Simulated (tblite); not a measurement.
Input of a run (GFN2-xTB geometry optimisation, gas phase (tblite 0.8.0)), started from a force field or distance geometry:
```
{"job": {"kind": "relax", "xc": "GFN2-xTB", "basis": "xTB"}, "charge": 0, "multiplicity": 1}
C      3.830000    -0.350300    -0.098000
Si     2.201200     0.525800    -0.544000
C      0.748600    -0.596400    -0.209400
C     -0.333100     0.117300     0.564900
Si    -1.807800    -1.029700     0.897600
C     -3.113200    -0.419300    -0.309600
Si    -1.993500     0.604100    -1.424700
C     -0.865000     1.329900    -0.096900
F     -1.714900     1.942300     0.800100
H      4.483200    -0.336900    -0.958400
H      3.626900    -1.394700     0.229600
H      4.281800     0.166800     0.758600
H      2.213600     0.852200    -1.951700
H      2.107700     1.768100     0.224200
H      1.123400    -1.449900     0.371800
H      0.371300    -0.954300    -1.200200
H      0.094400     0.307800     1.595100
H     -2.267000    -0.972000     2.271000
H     -1.468400    -2.403200     0.503600
H     -3.604700    -1.246000    -0.826000
H     -3.844300     0.248900     0.232600
H     -2.714800     1.616700    -2.160700
H     -1.247500    -0.298400    -2.301700
H     -0.119700     1.991000    -0.526900
```

Output (eV, eV/Å):
```
step      E/eV     max force
  0    -768.03423    2.439
  1    -768.23604    0.852
  2    -768.35032    0.635
  3    -768.42981    0.609
  4    -768.48129    0.486
  5    -768.50858    0.313
  6    -768.52552    0.305
  7    -768.53693    0.301
  8    -768.54948    0.261
  9    -768.56180    0.267
 10    -768.57219    0.186
 11    -768.57957    0.242
 12    -768.58539    0.211
 13    -768.59100    0.170
 14    -768.59669    0.193
 15    -768.60201    0.172
 16    -768.60685    0.199
 17    -768.61153    0.162
 18    -768.61596    0.183
 19    -768.61961    0.138
 20    -768.62245    0.110
 21    -768.62521    0.113
 22    -768.62880    0.192
 23    -768.63355    0.245
 24    -768.63850    0.195
 25    -768.64219    0.137
 26    -768.64463    0.100
 27    -768.64694    0.122
 28    -768.64960    0.143
 29    -768.65210    0.126
 30    -768.65414    0.123
 31    -768.65600    0.100
 32    -768.65798    0.099
 33    -768.65990    0.088
 34    -768.66139    0.087
 35    -768.66258    0.076
 36    -768.66399    0.081
 37    -768.66590    0.112
 38    -768.66796    0.122
 39    -768.66957    0.083
 40    -768.67058    0.070
 41    -768.67136    0.058
 42    -768.67216    0.080
 43    -768.67292    0.072
 44    -768.67362    0.057
 45    -768.67434    0.062
 46    -768.67507    0.059
 47    -768.67569    0.062
 48    -768.67615    0.040
 49    -768.67656    0.048
 50    -768.67700    0.042
 51    -768.67745    0.052
 52    -768.67788    0.058
 53    -768.67833    0.055
 54    -768.67889    0.062
 55    -768.67957    0.059
 56    -768.68025    0.055
 57    -768.68086    0.058
 58    -768.68151    0.060
 59    -768.68242    0.079
 60    -768.68376    0.108
 61    -768.68507    0.117
 62    -768.68653    0.111
 63    -768.68757    0.076
 64    -768.68896    0.061
 65    -768.68977    0.079
 66    -768.69116    0.088
 67    -768.69228    0.080
 68    -768.69330    0.072
 69    -768.69414    0.069
 70    -768.69510    0.088
 71    -768.69631    0.097
 72    -768.69845    0.129
 73    -768.70013    0.102
 74    -768.70220    0.108
 75    -768.70412    0.106
 76    -768.70595    0.165
 77    -768.70857    0.097
 78    -768.71196    0.103
 79    -768.71440    0.139
 80    -768.71776    0.167
 81    -768.72001    0.171
 82    -768.72313    0.136
 83    -768.72554    0.083
 84    -768.72722    0.081
 85    -768.72942    0.107
 86    -768.73105    0.107
 87    -768.73285    0.083
 88    -768.73427    0.077
 89    -768.73615    0.083
 90    -768.73701    0.092
 91    -768.73803    0.097
 92    -768.73867    0.069
 93    -768.73946    0.075
 94    -768.74054    0.083
 95    -768.74191    0.075
 96    -768.74264    0.071
 97    -768.74343    0.082
 98    -768.74436    0.077
 99    -768.74533    0.067
100    -768.74658    0.078
101    -768.74736    0.063
102    -768.74861    0.078
103    -768.74949    0.068
104    -768.75020    0.075
105    -768.75094    0.059
106    -768.75179    0.063
107    -768.75284    0.065
108    -768.75373    0.081
109    -768.75453    0.062
110    -768.75530    0.074
111    -768.75611    0.078
112    -768.75683    0.110
113    -768.75752    0.056
114    -768.75801    0.040
115    -768.75841    0.046
116    -768.75886    0.046
117    -768.75942    0.056
118    -768.76002    0.047
119    -768.76064    0.045
120    -768.76113    0.035
121    -768.76142    0.032
122    -768.76160    0.036
123    -768.76179    0.027
124    -768.76207    0.026
125    -768.76222    0.021
126    -768.76236    0.018
127    -768.76243    0.016
128    -768.76249    0.016
129    -768.76255    0.015
130    -768.76261    0.018
131    -768.76269    0.021
132    -768.76277    0.026
133    -768.76285    0.025
134    -768.76291    0.024
135    -768.76296    0.020
136    -768.76303    0.022
137    -768.76311    0.032
138    -768.76320    0.031
139    -768.76328    0.020
140    -768.76336    0.019
141    -768.76346    0.024
142    -768.76361    0.042
143    -768.76382    0.050
144    -768.76409    0.042
145    -768.76441    0.034
146    -768.76475    0.040
147    -768.76505    0.035
148    -768.76531    0.029
149    -768.76555    0.031
150    -768.76579    0.032
151    -768.76605    0.034
152    -768.76633    0.037
153    -768.76658    0.030
154    -768.76677    0.026
155    -768.76685    0.032
156    -768.76698    0.022
157    -768.76705    0.017
158    -768.76713    0.015
159    -768.76718    0.021
160    -768.76725    0.018
161    -768.76730    0.012
162    -768.76734    0.010
163    -768.76738    0.015
164    -768.76741    0.016
165    -768.76743    0.009
```

Question: Summarise the run.

Answer: The energy falls by 70.7 kJ/mol over 165 L-BFGS steps, the largest force on an atom goes from 2.44 to 0.009 eV/Å, and the atoms move by 0.734 Å rms after alignment. The bond that changes most is C4–C8 (sp3 carbon bound to silicon to sp3 C–F carbon), which lengthens by 0.045 Å. Bonds longer at the end by more than 0.005 Å: 14 of 24; shorter: 6. Among the angles that change most is F9–C8–H24, from 114.2° to 104.8°. Among the dihedrals that turn most is H11–C1–Si2–C3, from 3° to 61°. The energy never rose by more than 1e-5 eV on the way. The first step brought 28 % of the lowering.

Question: What are the final bond lengths?

Answer: C1–Si2 1.898 Å, Si2–C3 1.909 Å, C3–C4 1.529 Å, C4–Si5 1.916 Å, Si5–C6 1.912 Å, C6–Si7 1.905 Å, Si7–C8 1.922 Å, C8–F9 1.400 Å, C4–C8 1.525 Å, C1–H10 1.085 Å, C1–H11 1.086 Å, C1–H12 1.086 Å, Si2–H13 1.471 Å, Si2–H14 1.469 Å, C3–H15 1.093 Å, C3–H16 1.093 Å, C4–H17 1.095 Å, Si5–H18 1.464 Å, Si5–H19 1.468 Å, C6–H20 1.088 Å, C6–H21 1.087 Å, Si7–H22 1.462 Å, Si7–H23 1.468 Å, C8–H24 1.095 Å. Numbering counts from 1 in the input's order; the species is `C[SiH2]C[C@@H]1[SiH2]C[SiH2][C@H]1F`.

Its GFN2-xTB frequencies are all real (lowest 37 cm⁻¹). The numbers are those of one conformer.

The numbers are calculated, not measured.
